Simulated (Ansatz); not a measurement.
CH4FGeN (`N=[C](F)[GeH3]`) from Hartree–Fock to CCSD(T)

Z-matrix (Å, degrees):
```
Ge
C 1 1.978
H 1 1.532 2 108.9
H 1 1.532 2 108.9 3 -120.4
H 1 1.534 2 106.6 3 119.8
F 2 1.345 1 111.5 3 60.8
N 2 1.246 1 131.1 3 -119.1
H 7 1.016 2 111.2 1 -0.0
```

Charge 0, multiplicity 1. Correlated methods include outer-core shells of Ge, which these sets cover unevenly. Scalar relativity is left out up to krypton. Geometry: relaxed with PBE0-D4/def2-TZVP. It is one conformer, not always the lowest. Frozen core, restricted reference, Ansatz 0.2.0.

```
     basis      HF (Eh)  MP2 corr.  CCSD corr.       (T)  CCSD(T) total
  def2-SVP            ?          ?    -0.73355  -0.02175              ?
def2-TZVPP  -2269.50416   -0.86804           ?         ?              ?
def2-QZVPP  -2269.55513   -1.18010           –         –              –
```

**Question.** Fill in the withheld values. (An estimate is asked.)

**Answer.** Computed: def2-SVP HF (Eh): -2269.00122; def2-SVP MP2 corr.: -0.70980; def2-SVP CCSD(T) total: -2269.75652; def2-TZVPP CCSD corr.: -0.88741; def2-TZVPP (T): -0.03470; def2-TZVPP CCSD(T) total: -2270.42627.
